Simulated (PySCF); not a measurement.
UHF on Zn⁺ (zinc, charge +1)

Configuration: [Ar] 3d10 4s1, 2S determinant. Calculation: PySCF 2.14, in x2c-TZVPall; scalar relativity by spin-free X2C-1e.

* Total energy: -1793.967878 hartree
* One-electron energy: -2494.5388 hartree
* Hartree (Coulomb) energy: 770.9579 hartree
* Exchange energy: -70.3870 hartree
* ⟨S²⟩: 0.7510
* ⟨L²⟩: 0.000
* Sum of ⟨r⟩: 18.66 bohr
* Sum of ⟨r²⟩: 22.43 bohr²
* Langevin diamagnetic susceptibility: -17.8 ×10⁻⁶ cm³/mol
* Time after the integrals: 0.13 s of wall time on 1 thread of Neoverse-V2 (shared host)

```json
{"shell": "1s α", "electrons": "1", "mean orbital energy (eV)": "-9739.3", "rms radius, mean of both spins (bohr)": "0.0580"}
{"shell": "1s β", "electrons": "1", "mean orbital energy (eV)": "-9739.2", "rms radius, mean of both spins (bohr)": "0.0580"}
{"shell": "2s α", "electrons": "1", "mean orbital energy (eV)": "-1242.9", "rms radius, mean of both spins (bohr)": "0.244"}
{"shell": "2s β", "electrons": "1", "mean orbital energy (eV)": "-1242.8", "rms radius, mean of both spins (bohr)": "0.244"}
{"shell": "2p β", "electrons": "3", "mean orbital energy (eV)": "-1074.3", "rms radius, mean of both spins (bohr)": "0.219"}
{"shell": "2p α", "electrons": "3", "mean orbital energy (eV)": "-1074.3", "rms radius, mean of both spins (bohr)": "0.219"}
{"shell": "3s α", "electrons": "1", "mean orbital energy (eV)": "-167.28", "rms radius, mean of both spins (bohr)": "0.732"}
{"shell": "3s β", "electrons": "1", "mean orbital energy (eV)": "-167.02", "rms radius, mean of both spins (bohr)": "0.732"}
{"shell": "3p α", "electrons": "3", "mean orbital energy (eV)": "-114.95", "rms radius, mean of both spins (bohr)": "0.777"}
{"shell": "3p β", "electrons": "3", "mean orbital energy (eV)": "-114.94", "rms radius, mean of both spins (bohr)": "0.777"}
{"shell": "3d α", "electrons": "5", "mean orbital energy (eV)": "-30.172", "rms radius, mean of both spins (bohr)": "0.999"}
{"shell": "3d β", "electrons": "5", "mean orbital energy (eV)": "-30.151", "rms radius, mean of both spins (bohr)": "0.999"}
{"shell": "4s α", "electrons": "1", "mean orbital energy (eV)": "-16.990", "rms radius, mean of both spins (bohr)": "2.71"}
```

Densities and radii are taken from the X2C orbitals without a picture-change correction, which distorts them close to the nucleus.
